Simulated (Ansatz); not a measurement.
`[CH3][Sb]([CH3])[SiH3]` → `[CH2]` (triplet) + `[CH3][SbH][SiH3]` at 298.15 K and 1 bar (formal loss of a carbene).

Program: Ansatz. Geometries: PBE0-D4/def2-TZVP. ΔE: electronic, gas phase. CBS: MP2 limit from def2 TZ/QZ plus the TZ coupled-cluster correction, frozen cores. This one scheme is used for every species. Triplets are unrestricted, without spin–orbit coupling. def2 core potentials past Kr. For Sb outer-core shells are correlated without core-valence functions, which leaves a few kJ/mol of doubt a bond.

```json
{"species": "`[CH3][Sb]([CH3])[SiH3]`", "CCSD(T)/CBS energy (Eh)": "-610.61906", "H − E (kJ/mol)": "280.6", "S (J/(mol·K))": "389.1"}
{"species": "`[CH2]` (triplet)", "CCSD(T)/CBS energy (Eh)": "-39.09499", "H − E (kJ/mol)": "55.4", "S (J/(mol·K))": "195.3"}
{"species": "`[CH3][SbH][SiH3]`", "CCSD(T)/CBS energy (Eh)": "-571.34920", "H − E (kJ/mol)": "198.4", "S (J/(mol·K))": "348.2"}
```

H − E and S are ideal-gas, rigid-rotor, harmonic terms from PBE0-D4/def2-TZVP, for one conformer and one mirror image of each species, with the whole ground term of open shells counted as degenerate. 1 Eh = 2625.50 kJ/mol, R = 8.31446 J/(mol·K).

Q: By hand: ΔE, ΔH, ΔS and ΔG.

A: ΔE = (-39.09499) + (-571.34920) − (-610.61906) = 0.17487 Eh = 459.1 kJ/mol. Δ(H − E) = 55.4 + 198.4 − 280.6 = -26.8, so ΔH = 432.3 kJ/mol. ΔS = 195.3 + 348.2 − 389.1 = 154.4 J/(mol·K). ΔG = 432.3 − 298.15 × (154.4)/1000 = 386.3 kJ/mol.

Q: By hand: the equilibrium constant, and the temperature at which ΔG would vanish if ΔH and ΔS stayed fixed.

A: log₁₀ K = −ΔG/(RT ln 10) = -67.7. ΔG = 0 at ΔH/ΔS = 2800 K, far beyond where these terms or the molecules hold.

The number of gas molecules changes by +1, which sets the sign of ΔS. A doubt of 5 kJ/mol in ΔE shifts log₁₀ K by 0.9 here. Other conformers and mirror images would add mixing entropy, several J/(mol·K) or more a flexible species. A triplet takes part, so the spin changes. These are equilibria of isolated gas molecules and say nothing of rates. Largest T1 diagnostic: 0.013 (customary marks: 0.02 for closed shells, 0.045 for open ones).
